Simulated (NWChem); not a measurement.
System: C2H7O cation; SMILES C[OH+]C

```xyz
10

C      0.2700     0.0085    -1.2783
O     -0.5050    -0.0513     0.0000
C      0.2700     0.0085     1.2783
H      0.8213     0.9492    -1.3138
H      0.9268    -0.8590    -1.2547
H     -0.4706    -0.0774    -2.0719
H     -1.2457     0.5908     0.0000
H     -0.4706    -0.0774     2.0719
H      0.9268    -0.8590     1.2547
H      0.8213     0.9492     1.3138
```
Atoms are numbered in this order, from 1.

Level: B3LYP/6-31G* (spherical d) (NWChem), optimised geometry, unscaled harmonic frequencies. 

**Question.** List the harmonic frequencies with IR intensities, and the thermochemistry.

**Answer.** 
| frequency (cm⁻¹) | IR intensity (km/mol) |
|---|---|
| 156 | 0.1 |
| 207 | 1.0 |
| 342 | 7.3 |
| 668 | 166.4 |
| 807 | 5.4 |
| 915 | 127.1 |
| 1095 | 10.0 |
| 1147 | 4.0 |
| 1202 | 6.5 |
| 1270 | 0.8 |
| 1444 | 40.2 |
| 1471 | 0.0 |
| 1495 | 2.6 |
| 1495 | 1.5 |
| 1503 | 32.8 |
| 1506 | 48.9 |
| 1515 | 22.2 |
| 3110 | 0.3 |
| 3111 | 1.8 |
| 3226 | 0.4 |
| 3227 | 1.2 |
| 3241 | 1.0 |
| 3242 | 3.1 |
| 3634 | 209.0 |

The zero-point energy is 58.6 kcal/mol. The thermal correction to the enthalpy at 298.15 K (with zero-point energy) is 62.2 kcal/mol. The heat capacity Cv is 14.7 cal/(mol K) and the entropy at 298.15 K and 1 atm (symmetry number 1) is 66.7 cal/(mol K).

Rigid rotor and harmonic oscillator.
